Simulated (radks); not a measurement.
The numbers below are computed, except where a source is named.
Q: Ionisation of Ni2+, [Ar] 3d8, to Ni3+, [Ar] 3d7, under several functionals. Non-relativistic Kohn-Sham, spin-unpolarised, spherical densities, point nucleus; a radial shooting solver on a logarithmic mesh with Libxc functionals. The NIST Atomic Spectra Database gives 35.19 eV (measured). Rank these functionals by the error of their Delta-SCF ionisation energy: Tao-Mo meta-GGA; exchange-only r2SCAN; LDA (Slater exchange, Perdew-Zunger correlation); MS2 meta-GGA; LDA (Slater exchange, VWN5 correlation); exchange-only LDA.

A: From best to worst: exchange-only LDA 36.366 eV (+1.179); exchange-only r2SCAN 36.558 eV (+1.371); Tao-Mo meta-GGA 37.381 eV (+2.194); MS2 meta-GGA 37.529 eV (+2.342); LDA (Slater exchange, Perdew-Zunger correlation) 38.046 eV (+2.859); LDA (Slater exchange, VWN5 correlation) 38.058 eV (+2.871). Spin polarisation and multiplet splitting are left out, so open shells lie too high by an amount that depends on their filling.

Beside tabulated values, note that spin-unpolarised runs miss the spin-polarisation part of the exchange energy of open shells.
